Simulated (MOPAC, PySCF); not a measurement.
Cl4Ge, SMILES `[Cl][Ge]([Cl])([Cl])[Cl]`, neutral singlet in the gas phase. 

Cartesian coordinates (Å):
```xyz
5

Cl    -1.2731    -1.6037    -0.6012
Ge    -0.0002    -0.0003     0.0001
Cl     1.8436    -0.1170    -1.0671
Cl    -0.9510     1.8614    -0.4266
Cl     0.3807    -0.1405     2.0948
```
Charge 0, multiplicity 1.

All levels are single points at this geometry (B3LYP-D3(BJ)/def2-TZVP); Pople sets use spherical d functions. Orbital energies aren't observables, and empty levels follow the basis.

HF/6-31G* in PySCF gives gap (eV) = 14.51.

**Question.** Estimate the gap (eV) from each of these levels: B3LYP-D3(BJ)/def2-TZVP in PySCF; PBE-D3(BJ)/def2-TZVP in PySCF; B3LYP/6-311+G** (LANL2DZ on Ge) in PySCF; B3LYP/LANL2DZ in PySCF; BP86/6-31G* in PySCF; M06-2X/6-31G* in PySCF; SVWN5/6-31G* in PySCF; HF/STO-3G in PySCF; AM1 in MOPAC; PM3 in MOPAC; PM6 in MOPAC; PM7 in MOPAC.

**Answer.** 
```csv
level,gap (eV)
B3LYP-D3(BJ)/def2-TZVP in PySCF,6.58
PBE-D3(BJ)/def2-TZVP in PySCF,4.78
B3LYP/6-311+G** (LANL2DZ on Ge) in PySCF,6.49
B3LYP/LANL2DZ in PySCF,6.37
BP86/6-31G* in PySCF,4.61
M06-2X/6-31G* in PySCF,9.80
SVWN5/6-31G* in PySCF,4.50
HF/STO-3G in PySCF,16.06
AM1 in MOPAC,10.80
PM3 in MOPAC,9.56
PM6 in MOPAC,9.61
PM7 in MOPAC,9.11
```
